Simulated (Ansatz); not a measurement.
**Molecular dynamics of C2H6OSi**

input.yaml

```yaml
crystal:
  periodic: [false, false, false]
  atoms:
    - { symbol: O, position_ang: [-1.170901, 1.333531, -0.267004] }
    - { symbol: C, position_ang: [0.301202, 0.745125, 0.510873] }
    - { symbol: C, position_ang: [0.848762, -0.351204, -0.530511] }
    - { symbol: Si, position_ang: [-0.090479, -1.120606, 0.861418] }
    - { symbol: H, position_ang: [-0.763451, 1.708617, -1.145767] }
    - { symbol: H, position_ang: [-0.848476, 2.086731, 0.395297] }
    - { symbol: H, position_ang: [0.408577, -0.364681, -1.542523] }
    - { symbol: H, position_ang: [1.949916, -0.373687, -0.586738] }
    - { symbol: H, position_ang: [0.667556, -1.854429, 1.861171] }
    - { symbol: H, position_ang: [-1.302706, -1.809397, 0.443783] }
magnetization:
  spin_polarized: true
basis:
  gaussian: { orbitals: STO-3G }
hamiltonian:
  xc: pbe
md:
  timestep: 0.5
  n_steps: 200
  ensemble: nve
  temperature: 300.0
  initial_velocities: maxwell_boltzmann
  seed: 10262
```

Run as:

```bash
$ ansatz run input.yaml --threads 1 --pin off --max-ram 2048MiB --backend cpu --events-out ev --progress --plain --runs-dir out
```

It starts at the highest image of a converged band. Of that band: Neighbouring images differ by up to 1.6 eV, so the band resolves the path poorly. A vibrational analysis at the climbing image gives one clearly imaginary mode, 704i cm⁻¹: a first-order saddle point.

Output, in part (one step line in 3, the closing report, with atoms numbered from 0):

```
md step     0: t =     0.00 fs  T =   300.0 K  F+E_penalty+E_count = -11935.46034655 eV  E_kin = 0.310224 eV  conserved = -11935.15012255 eV  (26 SCF iters)
md step     3: t =     1.50 fs  T =   245.9 K  F+E_penalty+E_count = -11935.40361776 eV  E_kin = 0.254283 eV  conserved = -11935.14933474 eV  (25 SCF iters)
md step     6: t =     3.00 fs  T =   172.5 K  F+E_penalty+E_count = -11935.32700358 eV  E_kin = 0.178418 eV  conserved = -11935.14858534 eV  (24 SCF iters)
md step     9: t =     4.50 fs  T =   165.0 K  F+E_penalty+E_count = -11935.31987340 eV  E_kin = 0.170616 eV  conserved = -11935.14925692 eV  (24 SCF iters)
md step    12: t =     6.00 fs  T =   157.5 K  F+E_penalty+E_count = -11935.31234254 eV  E_kin = 0.162889 eV  conserved = -11935.14945389 eV  (25 SCF iters)
md step    15: t =     7.50 fs  T =   131.1 K  F+E_penalty+E_count = -11935.28428227 eV  E_kin = 0.135585 eV  conserved = -11935.14869688 eV  (25 SCF iters)
md step    18: t =     9.00 fs  T =   157.8 K  F+E_penalty+E_count = -11935.31231196 eV  E_kin = 0.163198 eV  conserved = -11935.14911426 eV  (25 SCF iters)
md step    21: t =    10.50 fs  T =   200.6 K  F+E_penalty+E_count = -11935.35694139 eV  E_kin = 0.207465 eV  conserved = -11935.14947648 eV  (32 SCF iters)
md step    24: t =    12.00 fs  T =   215.9 K  F+E_penalty+E_count = -11935.37255973 eV  E_kin = 0.223248 eV  conserved = -11935.14931213 eV  (32 SCF iters)
md step    27: t =    13.50 fs  T =   217.2 K  F+E_penalty+E_count = -11935.37396993 eV  E_kin = 0.224567 eV  conserved = -11935.14940294 eV  (32 SCF iters)
md step    30: t =    15.00 fs  T =   201.5 K  F+E_penalty+E_count = -11935.35756610 eV  E_kin = 0.208324 eV  conserved = -11935.14924188 eV  (31 SCF iters)
md step    33: t =    16.50 fs  T =   189.5 K  F+E_penalty+E_count = -11935.34492927 eV  E_kin = 0.195993 eV  conserved = -11935.14893637 eV  (32 SCF iters)
md step    36: t =    18.00 fs  T =   212.1 K  F+E_penalty+E_count = -11935.36857961 eV  E_kin = 0.219320 eV  conserved = -11935.14925954 eV  (32 SCF iters)
md step    39: t =    19.50 fs  T =   233.8 K  F+E_penalty+E_count = -11935.39136036 eV  E_kin = 0.241730 eV  conserved = -11935.14963085 eV  (32 SCF iters)
md step    42: t =    21.00 fs  T =   212.0 K  F+E_penalty+E_count = -11935.36866072 eV  E_kin = 0.219258 eV  conserved = -11935.14940289 eV  (32 SCF iters)
md step    45: t =    22.50 fs  T =   171.5 K  F+E_penalty+E_count = -11935.32632670 eV  E_kin = 0.177308 eV  conserved = -11935.14901904 eV  (25 SCF iters)
md step    48: t =    24.00 fs  T =   157.0 K  F+E_penalty+E_count = -11935.31136877 eV  E_kin = 0.162312 eV  conserved = -11935.14905665 eV  (24 SCF iters)
md step    51: t =    25.50 fs  T =   163.2 K  F+E_penalty+E_count = -11935.31823252 eV  E_kin = 0.168749 eV  conserved = -11935.14948316 eV  (25 SCF iters)
md step    54: t =    27.00 fs  T =   144.7 K  F+E_penalty+E_count = -11935.29892202 eV  E_kin = 0.149616 eV  conserved = -11935.14930602 eV  (25 SCF iters)
md step    57: t =    28.50 fs  T =   130.6 K  F+E_penalty+E_count = -11935.28359000 eV  E_kin = 0.135057 eV  conserved = -11935.14853339 eV  (24 SCF iters)
md step    60: t =    30.00 fs  T =   195.2 K  F+E_penalty+E_count = -11935.35115446 eV  E_kin = 0.201839 eV  conserved = -11935.14931564 eV  (24 SCF iters)
md step    63: t =    31.50 fs  T =   256.0 K  F+E_penalty+E_count = -11935.41468677 eV  E_kin = 0.264745 eV  conserved = -11935.14994156 eV  (24 SCF iters)
md step    66: t =    33.00 fs  T =   239.6 K  F+E_penalty+E_count = -11935.39703004 eV  E_kin = 0.247740 eV  conserved = -11935.14928983 eV  (24 SCF iters)
md step    69: t =    34.50 fs  T =   212.3 K  F+E_penalty+E_count = -11935.36852793 eV  E_kin = 0.219538 eV  conserved = -11935.14898964 eV  (24 SCF iters)
md step    72: t =    36.00 fs  T =   209.9 K  F+E_penalty+E_count = -11935.36646930 eV  E_kin = 0.217048 eV  conserved = -11935.14942132 eV  (30 SCF iters)
md step    75: t =    37.50 fs  T =   195.9 K  F+E_penalty+E_count = -11935.35173385 eV  E_kin = 0.202587 eV  conserved = -11935.14914680 eV  (30 SCF iters)
md step    78: t =    39.00 fs  T =   196.7 K  F+E_penalty+E_count = -11935.35253932 eV  E_kin = 0.203448 eV  conserved = -11935.14909109 eV  (24 SCF iters)
md step    81: t =    40.50 fs  T =   218.2 K  F+E_penalty+E_count = -11935.37519768 eV  E_kin = 0.225669 eV  conserved = -11935.14952833 eV  (30 SCF iters)
md step    84: t =    42.00 fs  T =   216.7 K  F+E_penalty+E_count = -11935.37343480 eV  E_kin = 0.224101 eV  conserved = -11935.14933396 eV  (28 SCF iters)
md step    87: t =    43.50 fs  T =   206.1 K  F+E_penalty+E_count = -11935.36247580 eV  E_kin = 0.213173 eV  conserved = -11935.14930288 eV  (24 SCF iters)
md step    90: t =    45.00 fs  T =   188.4 K  F+E_penalty+E_count = -11935.34444955 eV  E_kin = 0.194859 eV  conserved = -11935.14959037 eV  (23 SCF iters)
md step    93: t =    46.50 fs  T =   135.2 K  F+E_penalty+E_count = -11935.28909253 eV  E_kin = 0.139772 eV  conserved = -11935.14932058 eV  (24 SCF iters)
md step    96: t =    48.00 fs  T =    77.0 K  F+E_penalty+E_count = -11935.22846991 eV  E_kin = 0.079624 eV  conserved = -11935.14884566 eV  (24 SCF iters)
md step    99: t =    49.50 fs  T =    72.9 K  F+E_penalty+E_count = -11935.22420531 eV  E_kin = 0.075409 eV  conserved = -11935.14879666 eV  (24 SCF iters)
md step   102: t =    51.00 fs  T =   125.9 K  F+E_penalty+E_count = -11935.27957998 eV  E_kin = 0.130186 eV  conserved = -11935.14939431 eV  (24 SCF iters)
md step   105: t =    52.50 fs  T =   168.9 K  F+E_penalty+E_count = -11935.32416504 eV  E_kin = 0.174606 eV  conserved = -11935.14955931 eV  (24 SCF iters)
md step   108: t =    54.00 fs  T =   181.7 K  F+E_penalty+E_count = -11935.33698536 eV  E_kin = 0.187877 eV  conserved = -11935.14910869 eV  (29 SCF iters)
md step   111: t =    55.50 fs  T =   213.6 K  F+E_penalty+E_count = -11935.37001186 eV  E_kin = 0.220891 eV  conserved = -11935.14912075 eV  (24 SCF iters)
md step   114: t =    57.00 fs  T =   260.1 K  F+E_penalty+E_count = -11935.41876998 eV  E_kin = 0.268979 eV  conserved = -11935.14979068 eV  (24 SCF iters)
md step   117: t =    58.50 fs  T =   250.6 K  F+E_penalty+E_count = -11935.40866188 eV  E_kin = 0.259140 eV  conserved = -11935.14952224 eV  (25 SCF iters)
md step   120: t =    60.00 fs  T =   215.2 K  F+E_penalty+E_count = -11935.37131032 eV  E_kin = 0.222570 eV  conserved = -11935.14873993 eV  (25 SCF iters)
md step   123: t =    61.50 fs  T =   235.8 K  F+E_penalty+E_count = -11935.39312289 eV  E_kin = 0.243875 eV  conserved = -11935.14924805 eV  (25 SCF iters)
md step   126: t =    63.00 fs  T =   261.2 K  F+E_penalty+E_count = -11935.41985283 eV  E_kin = 0.270095 eV  conserved = -11935.14975820 eV  (25 SCF iters)
md step   129: t =    64.50 fs  T =   234.5 K  F+E_penalty+E_count = -11935.39174670 eV  E_kin = 0.242458 eV  conserved = -11935.14928909 eV  (25 SCF iters)
md step   132: t =    66.00 fs  T =   201.2 K  F+E_penalty+E_count = -11935.35731912 eV  E_kin = 0.208089 eV  conserved = -11935.14923040 eV  (28 SCF iters)
md step   135: t =    67.50 fs  T =   172.8 K  F+E_penalty+E_count = -11935.32806319 eV  E_kin = 0.178640 eV  conserved = -11935.14942317 eV  (24 SCF iters)
md step   138: t =    69.00 fs  T =   134.1 K  F+E_penalty+E_count = -11935.28760109 eV  E_kin = 0.138620 eV  conserved = -11935.14898152 eV  (24 SCF iters)
md step   141: t =    70.50 fs  T =   133.4 K  F+E_penalty+E_count = -11935.28689760 eV  E_kin = 0.137997 eV  conserved = -11935.14890049 eV  (24 SCF iters)
md step   144: t =    72.00 fs  T =   173.3 K  F+E_penalty+E_count = -11935.32877218 eV  E_kin = 0.179168 eV  conserved = -11935.14960380 eV  (24 SCF iters)
md step   147: t =    73.50 fs  T =   184.7 K  F+E_penalty+E_count = -11935.34022330 eV  E_kin = 0.191028 eV  conserved = -11935.14919506 eV  (24 SCF iters)
md step   150: t =    75.00 fs  T =   202.6 K  F+E_penalty+E_count = -11935.35857196 eV  E_kin = 0.209527 eV  conserved = -11935.14904534 eV  (25 SCF iters)
md step   153: t =    76.50 fs  T =   241.0 K  F+E_penalty+E_count = -11935.39893318 eV  E_kin = 0.249216 eV  conserved = -11935.14971747 eV  (32 SCF iters)
md step   156: t =    78.00 fs  T =   226.6 K  F+E_penalty+E_count = -11935.38412025 eV  E_kin = 0.234361 eV  conserved = -11935.14975963 eV  (32 SCF iters)
md step   159: t =    79.50 fs  T =   160.2 K  F+E_penalty+E_count = -11935.31454402 eV  E_kin = 0.165666 eV  conserved = -11935.14887836 eV  (25 SCF iters)
md step   162: t =    81.00 fs  T =   143.1 K  F+E_penalty+E_count = -11935.29676064 eV  E_kin = 0.147956 eV  conserved = -11935.14880500 eV  (25 SCF iters)
md step   165: t =    82.50 fs  T =   186.9 K  F+E_penalty+E_count = -11935.34278587 eV  E_kin = 0.193279 eV  conserved = -11935.14950655 eV  (31 SCF iters)
md step   168: t =    84.00 fs  T =   214.7 K  F+E_penalty+E_count = -11935.37150151 eV  E_kin = 0.222032 eV  conserved = -11935.14946923 eV  (32 SCF iters)
md step   171: t =    85.50 fs  T =   219.3 K  F+E_penalty+E_count = -11935.37599197 eV  E_kin = 0.226769 eV  conserved = -11935.14922283 eV  (32 SCF iters)
md step   174: t =    87.00 fs  T =   227.5 K  F+E_penalty+E_count = -11935.38449439 eV  E_kin = 0.235217 eV  conserved = -11935.14927782 eV  (32 SCF iters)
md step   177: t =    88.50 fs  T =   228.1 K  F+E_penalty+E_count = -11935.38559377 eV  E_kin = 0.235901 eV  conserved = -11935.14969236 eV  (31 SCF iters)
md step   180: t =    90.00 fs  T =   181.4 K  F+E_penalty+E_count = -11935.33691467 eV  E_kin = 0.187630 eV  conserved = -11935.14928429 eV  (31 SCF iters)
md step   183: t =    91.50 fs  T =   132.7 K  F+E_penalty+E_count = -11935.28606879 eV  E_kin = 0.137199 eV  conserved = -11935.14886965 eV  (24 SCF iters)
md step   186: t =    93.00 fs  T =   130.2 K  F+E_penalty+E_count = -11935.28379772 eV  E_kin = 0.134607 eV  conserved = -11935.14919117 eV  (25 SCF iters)
md step   189: t =    94.50 fs  T =   142.1 K  F+E_penalty+E_count = -11935.29626642 eV  E_kin = 0.146989 eV  conserved = -11935.14927716 eV  (23 SCF iters)
md step   192: t =    96.00 fs  T =   156.8 K  F+E_penalty+E_count = -11935.31124819 eV  E_kin = 0.162176 eV  conserved = -11935.14907251 eV  (24 SCF iters)
md step   195: t =    97.50 fs  T =   187.8 K  F+E_penalty+E_count = -11935.34370243 eV  E_kin = 0.194189 eV  conserved = -11935.14951338 eV  (25 SCF iters)
md step   198: t =    99.00 fs  T =   187.0 K  F+E_penalty+E_count = -11935.34296374 eV  E_kin = 0.193333 eV  conserved = -11935.14963092 eV  (28 SCF iters)
md step   200: t =   100.00 fs  T =   160.6 K  F+E_penalty+E_count = -11935.31512758 eV  E_kin = 0.166082 eV  conserved = -11935.14904535 eV  (28 SCF iters)
Total energy: -11935.31515043 eV, -438.6147417311 hartree
Atom 0 at    -1.165162     1.286370    -0.282636 Å, force    -0.044813    -0.240652     0.924506 eV/Å
Atom 1 at     0.361515     0.777414     0.469213 Å, force     0.125738    -0.618354     0.075997 eV/Å
Atom 2 at     0.881804    -0.375145    -0.531916 Å, force     0.217914     0.166681     0.622980 eV/Å
Atom 3 at    -0.115233    -1.098122     0.867952 Å, force     0.750462    -0.169990     0.121270 eV/Å
Atom 4 at    -0.730688     2.112247    -0.708835 Å, force     0.020678     0.485859    -0.219708 eV/Å
Atom 5 at    -1.342850     1.674859     0.676996 Å, force    -0.196875     0.060563    -0.723436 eV/Å
Atom 6 at     0.505286    -0.424914    -1.540112 Å, force    -0.946516     0.037432    -0.886557 eV/Å
Atom 7 at     1.973142    -0.332305    -0.665950 Å, force     0.287300    -0.290628     0.656898 eV/Å
Atom 8 at     0.572613    -1.968329     1.883055 Å, force    -0.511631     0.627246    -0.709824 eV/Å
Atom 9 at    -1.379850    -1.645785     0.359292 Å, force     0.297744    -0.058157     0.137874 eV/Å
Dipole moment:    -0.520153     0.559465    -0.140933 e Å
```

All steps were run. The conserved energy stayed within 0.16 meV per atom of its start (net change 0.11 meV per atom), so the integration is sound. A run of 0.1 ps of so small a system gives no equilibrium averages. The orbitals stay closed-shell, which can raise the energy where a bond breaks towards radicals; this wasn't checked here. Limits of this set-up: minimal basis.

The step under study would form O1–H6 and break C2–H6. These pairs go: O1–H6 1.05 → 1.05 Å, C2–H6 1.77 → 1.94 Å. In the last frame they stand as after the step (other bonds may differ from the relaxed reactants and products). It ends as C2H4Si + H2O by the count below, though a long contact still joins these pieces: O1–C2, 1.78 Å. Pairs count as bonded within 1.25 times the sum of covalent radii (0.12 Å more for H–H).

Last frame:

```xyz
10
Properties=species:S:1:pos:R:3
O -1.165 1.286 -0.283
C 0.361 0.777 0.469
C 0.882 -0.375 -0.532
Si -0.115 -1.098 0.868
H -0.731 2.112 -0.709
H -1.343 1.675 0.677
H 0.505 -0.425 -1.540
H 1.973 -0.332 -0.666
H 0.573 -1.968 1.883
H -1.380 -1.646 0.359
```

Run time: 6.3 min on 1 thread of Arm Neoverse V2, with other jobs on the host, peak memory 0.1 GiB.
